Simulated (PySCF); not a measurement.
C6H8FO (doublet state).
Atom-mapped SMILES: `[H]/[C:1]=[CH:2]\[C:3](=[CH2:4])[CH2:5][O:6][CH2:7][F:8]` (hydrogens: H9 on C1; H10 on C2; H11, H12 on C4; H13, H14 on C5; H15, H16 on C7)

Structure used (GFN2-xTB), in Å, numbered top down from 1:
```
atom  x, y, z in Å
C1    -2.4435    1.3399    0.6857
C2    -2.2690    0.2283    0.0408
C3    -0.9876   -0.4190   -0.3113
C4    -0.9502   -1.5558   -0.9951
C5     0.2493    0.2949    0.1582
O6     1.4203   -0.3959   -0.2569
C7     2.5731    0.0973    0.2693
F8     2.8493    1.3645   -0.2038
H9    -1.8884    2.1203    1.1495
H10   -3.1327   -0.3315   -0.3046
H11   -1.8485   -2.0512   -1.3211
H12   -0.0118   -2.0152   -1.2493
H13    0.2347    0.3660    1.2579
H14    0.2566    1.3170   -0.2470
H15    3.3971   -0.5480   -0.0531
H16    2.5435    0.1974    1.3693
```

The hyperfine couplings belong to this conformer and change with its torsions.

Method: PySCF, UKS B3LYP, pcH-1 on C F H O, non-relativistic, mean-field spin-orbit, GIAO. Geometry: GFN2-xTB, one conformer, isolated molecule. Couplings are sensitive to structure, and on GFN2-xTB geometries they can be far from those on DFT ones. No stability test was run, so a lower SCF solution isn't excluded.

Q: What is the g tensor, term by term?

A: 
```json
{"Δg (ppm)": "relativistic mass correction", "1": "-148", "2": "-148", "3": "-148"}
{"Δg (ppm)": "gauge correction", "1": "35", "2": "4", "3": "-49"}
{"Δg (ppm)": "orbital Zeeman/spin–orbit", "1": "-417", "2": "-32", "3": "753"}
{"Δg (ppm)": "total", "1": "-530", "2": "-175", "3": "556"}
```

So g = 2.00179, 2.00214, 2.00288 and g_iso = 2.00227; the tensor is rhombic: the two nearest values differ by 33 % of g3 − g1. Axes: g1 points within 10° of the C1–H9 bond and g2 points within 9° of the C2–C3 bond.

Q: What are the electron Larmor frequencies g μB B/h along the three axes at 3350 mT?

A: 93.8588, 93.8754, 93.9097 GHz for g1, g2 and g3, a range of 50.9 MHz.

Q: At 9.341 GHz, how far is the centre of the isotropic spectrum from where a free electron (g = 2.002319) resonates?

A: B = hν/(g μB) with μB/h = 13.99624 MHz/mT gives 333.31 mT for the free electron and 333.32 mT at g_iso, the same within 0.01 mT.

Q: In a frozen sample, at which fields do the three g values resonate at 9.5, 34, 94 and 263 GHz (hyperfine left aside), and which band first spreads them over more than twice a line width of 0.5 mT?

A: 
```csv
band,GHz,B(g3) mT,B(g2) mT,B(g1) mT,spread mT
X,9.5,338.89,339.01,339.07,0.18
Q,34.0,1212.87,1213.31,1213.53,0.66
W,94.0,3353.22,3354.45,3355.04,1.82
J,263.0,9381.89,9385.32,9386.98,5.09
```

The spread grows in proportion to the frequency. W band is the first where it exceeds 1.0 mT.

The Mulliken spin populations are largest on C1 (+1.06), C2 (-0.16) and C3 (+0.09). C1 is the only atom above +0.15. The positive populations add up to 1.22 and the negative ones to -0.22, together 2S = 1.

The HOMO–LUMO gaps are 5.64 eV among the α and 4.39 eV among the β orbitals.
